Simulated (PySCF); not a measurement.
Species: `C[C@@H](F)CC[C@H](Cl)CO`. The columns A, B, C and D hold Mulliken, IAO, Hirshfeld and ESP-fitted charges (e) of one PBE0/pcSseg-1 density (PySCF), in a shuffled order. Coordinates in Å (PBE0-D3(BJ)/def2-SVP); the density's dipole moment is (-1.64, -0.59, -1.58) D.

```tsv
atom	x	y	z	A	B	C	D
C1	-3.098	0.709	0.037	-0.239	-0.121	-0.620	-0.425
C2	-1.644	0.375	0.266	+0.085	+0.066	+0.516	+0.190
F3	-1.536	-0.379	1.428	-0.346	-0.116	-0.297	-0.343
C4	-1.009	-0.398	-0.873	-0.236	-0.080	-0.067	-0.267
C5	0.383	-0.931	-0.559	-0.153	-0.073	-0.262	-0.257
C6	1.379	0.087	-0.049	-0.373	+0.009	-0.041	-0.090
Cl7	1.502	1.497	-1.194	-0.158	-0.049	-0.174	-0.150
C8	2.777	-0.473	0.137	+0.177	-0.005	+0.133	-0.039
O9	3.676	0.457	0.647	-0.440	-0.230	-0.575	-0.541
H10	-3.510	1.249	0.901	+0.133	+0.047	+0.170	+0.152
H11	-3.211	1.344	-0.855	+0.119	+0.051	+0.150	+0.147
H12	-3.684	-0.210	-0.112	+0.120	+0.043	+0.156	+0.143
H13	-1.073	1.305	0.440	+0.119	+0.031	-0.027	+0.128
H14	-0.965	0.265	-1.752	+0.140	+0.034	+0.042	+0.146
H15	-1.662	-1.245	-1.142	+0.128	+0.042	+0.053	+0.137
H16	0.796	-1.424	-1.454	+0.130	+0.041	+0.107	+0.140
H17	0.301	-1.703	0.225	+0.146	+0.045	+0.102	+0.152
H18	1.045	0.531	0.900	+0.183	+0.042	+0.123	+0.161
H19	3.115	-0.908	-0.827	+0.106	+0.030	+0.034	+0.118
H20	2.711	-1.302	0.862	+0.129	+0.054	+0.105	+0.153
H21	3.634	1.228	0.067	+0.231	+0.138	+0.370	+0.346
```

Problem. Which column most likely holds the ESP-fitted charges?

Solution. C. Σ q r misses the density's dipole by 0.06 D (C), 0.96 D (B), 1.28 D (D), 1.46 D (A). Charges fitted to the outside potential are the only set here that is tied to the molecule's multipoles.

Problem. And the Hirshfeld charges?

Solution. B. The mean sizes are 0.064 e (B), 0.185 e (A), 0.197 e (C), 0.201 e (D), and Hirshfeld charges are commonly the smallest of these schemes.

As computed, A = Mulliken, B = Hirshfeld, C = ESP-fitted, D = IAO. Hydrogens on carbon: Mulliken +0.11 to +0.18, Hirshfeld +0.03 to +0.05, ESP-fitted -0.03 to +0.17, IAO +0.12 to +0.16 e.

The Mulliken scheme counts on each atom the diagonal of the density matrix times the overlap matrix over that atom's basis functions. The ESP scheme fits charges at the nuclei, held to the total charge, to the electrostatic potential on points at 1.4 to 2.0 times the van der Waals radii.

The structure is a single PBE0-D3(BJ)/def2-SVP conformer in the gas phase; no vibrational or solvent corrections.
